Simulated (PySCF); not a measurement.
These are PBE0-D4/def2-TZVP (PySCF) values and carry that method's errors. Gas-phase values, no solvent. One relaxed conformer stands for a flexible species; it need not be the lowest. Delta-SCF ions had no search for a lower state. 

Reference species (SMILES): `Cl[SiH3]` (neutral, multiplicity 1).

```json
{
 "S1 oscillator strength": "0.008",
 "HOMO–LUMO gap": "8.95 eV",
 "vertical ionisation energy (Delta-SCF)": "11.46 eV"
}
```

Changed species: `O=C[SiH2]Cl` (O–C–Si–Cl torsion 180°) (X = formyl; the reference has X = H).

Problem. What does the change do to the S1 oscillator strength, HOMO–LUMO gap and vertical ionisation energy (Delta-SCF)?

Solution. the S1 oscillator strength hardly moves; the HOMO–LUMO gap drops by 3.55 eV, to 5.40 eV; the vertical ionisation energy (Delta-SCF) falls by 1.75 eV, to 9.71 eV.
